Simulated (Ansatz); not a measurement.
Cartesian coordinates in Å:
```
C -1.722 0.977 1.678
C -0.951 0.288 1.063
C -0.016 -0.484 0.283
Si -0.656 -0.663 -1.489
Si 1.692 0.328 0.342
H -2.406 1.574 2.231
H 0.089 -1.495 0.696
H -1.990 -1.313 -1.480
H 0.298 -1.501 -2.265
H -0.755 0.679 -2.114
H 1.616 1.678 -0.270
H 2.148 0.441 1.750
H 2.653 -0.509 -0.425
```

Charge 0, multiplicity 1.

List the r2SCAN/def2-TZVPP orbital energies in eV (the Gaussian-basis code of Ansatz). (Estimate.)

The calculation gave: Occupied: -1791.17, -1791.17, -273.80, -273.46, -272.89, -141.64, -141.64, -96.51, -96.51, -96.49, -96.49, -96.48, -96.48, -20.70, -18.39, -14.09, -13.89, -13.24, -12.06, -10.24, -9.63, -8.92, -8.77, -8.73, -8.45, -6.81, -6.49. Lowest empty: -0.33, -0.18, 0.03, 0.52, 0.97, 1.09, 1.28, 1.59.
